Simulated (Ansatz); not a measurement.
| atom | x (Å) | y (Å) | z (Å) |
| --- | --- | --- | --- |
| Mo | 0.0000 | 0.0000 | 0.0000 |
| H | 0.0000 | 0.0000 | 2.9750 |

Basis set: pcseg-2 on H; def2-TZVPP on Mo (spherical functions, with the set's core potentials past Kr). Some runs use density fitting. Charge 0, multiplicity 6.

Computed with Ansatz (development build ahead of 0.2.0); each method stands on the lowest determinant of its kind that the runs found.

The atomization energy at this shape (free ground-state atoms in the same class of orbitals less the molecule, no zero-point energy) of sextet MoH:

```csv
method,atomization energy
PBE0 (unrestricted),0.42 eV
```

What does PBE (unrestricted) give?

0.51 eV. Caution: other spin multiplicities were not run; the shape is not the minimum; the unrestricted determinant is spin contaminated.
